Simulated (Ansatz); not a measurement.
The cluster K₃S₂: single points at one geometry.

```yaml
crystal:
  periodic: [false, false, false]
  atoms:
    - {symbol: K, position_ang: [1.702689, 1.291919, 0.052001]}
    - {symbol: K, position_ang: [-2.070553, 0.591469, 0.055938]}
    - {symbol: K, position_ang: [0.768511, -3.950253, -0.191690]}
    - {symbol: S, position_ang: [0.220290, -1.235583, -0.003335]}
    - {symbol: S, position_ang: [-0.620937, 3.302449, 0.087086]}
basis:
  gaussian: {orbitals: def2-TZVP, initial_orbitals: start.molden}
magnetization: {spin_polarized: true, initial_magnetization: 1}
hamiltonian: {xc: r2scan, dispersion: d4}
scf: {omitted_lower_state_checks: [starts]}
output: {orbitals: {seedname: orbitals}}
```

The file start.molden holds the orbitals of an earlier run on this structure, at another level or in another basis.

```sh
$ ansatz run in.yaml --threads 4 --pin off --events-out ev --progress --plain --max-ram 4787MiB
```

Shortened log:

```
Functional definition: r2SCAN
1497 factors; their error is unknown
mean field evaluation 1: about -70644.5204 eV, gradient 5.8e0 eV
mean field evaluation 2: about -70644.5453 eV, gradient 6.8e-2 eV
mean field evaluation 4: about -70644.4949 eV, gradient 2.6e-2 eV
mean field evaluation 8: about -70644.4949 eV, gradient 1.1e-5 eV
mean field evaluation 16: about -70644.4949 eV, gradient 2.4e-5 eV
mean field -70644.49493981 eV, -2596.1373044795 hartree, gradient 9.4e-6 eV, S^2 0.756690; 0 other end points of the search recorded, 0 dependent functions left out
reference -70644.49499328 eV, -2596.1373064445 hartree; 45, 44 occupied and 128, 129 virtual orbitals, 1497 factors
Total energy: -70644.52397485 eV, -2596.1383714976 hartree
Checks for a lower state left out: starts
```

Run time 34 s (4 threads of Arm Neoverse V1 on a shared host), peak host memory 0.68 GiB.

The first input with `hamiltonian: {xc: {name: LC-wPBE}}` (abridged; 16 s):

```
Functional definition: LC-wPBE
mean field -70630.69629755 eV, -2595.6302137294 hartree, gradient 8.2e-6 eV, S^2 0.755061
Total energy: -70630.69629756 eV, -2595.6302137298 hartree
Checks for a lower state left out: starts
```

First input, but with `gaussian: {orbitals: def2-SVP, initial_orbitals: start.molden}`, `hamiltonian: {xc: pbe, dispersion: d4}` (abridged; 4.6 s):

```
Functional definition: PBE
mean field evaluation 16: about -70607.7963 eV, gradient 1.4e-6 eV
mean field -70607.79625914 eV, -2594.7886528400 hartree, gradient 1.4e-6 eV, S^2 0.753064
Total energy: -70607.93753470 eV, -2594.7938446211 hartree
Checks for a lower state left out: starts
```

As the first input, with `gaussian: {orbitals: def2-SVP, initial_orbitals: start.molden}`, `hamiltonian: {xc: pbe0, dispersion: d4}` (abridged; 6.5 s):

```
Functional definition: PBE0
mean field -70613.67266969 eV, -2595.0046069446 hartree, gradient 7.4e-6 eV, S^2 0.753041
Total energy: -70613.79712349 eV, -2595.0091805376 hartree
Checks for a lower state left out: starts
```

As the first input, with `correlation: {method: ccsd_t}`, `scf: {omitted_lower_state_checks: [starts, cluster_reference]}` and without the key `hamiltonian` (abridged; 3.2 min):

```
Functional definition: HF
mean field -70550.52113012 eV, -2592.6838306713 hartree, gradient 9.9e-6 eV, S^2 0.761046
25 core orbitals not correlated: weight in the atoms' cores, before any rotation towards them, 1.000 or more for the frozen orbitals, at most 0.000 for the correlated occupied ones
second order -22.30683295 eV of doubles, -0.00000000 eV of singles
cycle   1  -23.64754701 eV  change    -1.3e0 eV  update   8.8e-2
cycle   2  -23.97608420 eV  change   -3.3e-1 eV  update   2.8e-2
cycle   3  -24.08014809 eV  change   -1.0e-1 eV  update   2.0e-2
cycle   4  -24.08530832 eV  change   -5.2e-3 eV  update   7.4e-3
cycle   5  -24.07985222 eV  change    5.5e-3 eV  update   4.8e-3
cycle   6  -24.07887034 eV  change    9.8e-4 eV  update   2.2e-3
cycle   7  -24.07902788 eV  change   -1.6e-4 eV  update   9.3e-4
cycle   8  -24.07914989 eV  change   -1.2e-4 eV  update   4.6e-4
cycle   9  -24.07926637 eV  change   -1.2e-4 eV  update   2.0e-4
cycle  10  -24.07930730 eV  change   -4.1e-5 eV  update   9.6e-5
cycle  11  -24.07927782 eV  change    2.9e-5 eV  update   4.8e-5
cycle  12  -24.07925542 eV  change    2.2e-5 eV  update   2.6e-5
perturbative correction -0.67202885 eV, -0.0246966047 hartree
Total energy: -70575.27241440 eV, -2593.5934235913 hartree
Checks for a lower state left out: starts, cluster_reference
```

First input, but with `gaussian: {orbitals: STO-3G}`, `hamiltonian: {xc: hf}` (abridged; 0.65 s):

```
Functional definition: HF
mean field evaluation 16: about -69815.5747 eV, gradient 1.1e-5 eV
mean field -69815.57467923 eV, -2565.6750467657 hartree, gradient 4.5e-6 eV, S^2 0.832708
Total energy: -69815.57467923 eV, -2565.6750467657 hartree
Checks for a lower state left out: starts
```

As the first input, with `hamiltonian: {xc: {name: revPBE}, dispersion: d4}` (abridged; 14 s):

```
Functional definition: revPBE
mean field evaluation 16: about -70636.3744 eV, gradient 5.8e-6 eV
mean field -70636.37441595 eV, -2595.8388807321 hartree, gradient 5.8e-6 eV, S^2 0.754158
Total energy: -70636.61403583 eV, -2595.8476866002 hartree
Checks for a lower state left out: starts
```

Geometry: r2SCAN-D4/def2-SVP.

LC-ωPBE has ω = 0.4 bohr⁻¹. Correlated methods freeze 25 core orbitals; core or outer-core shells of K are correlated, in sets that lack core-valence functions. Another isomer (doublet) lies 0.50 eV lower at PBE0-D4/def2-TZVP; other spin states weren't run for this one.
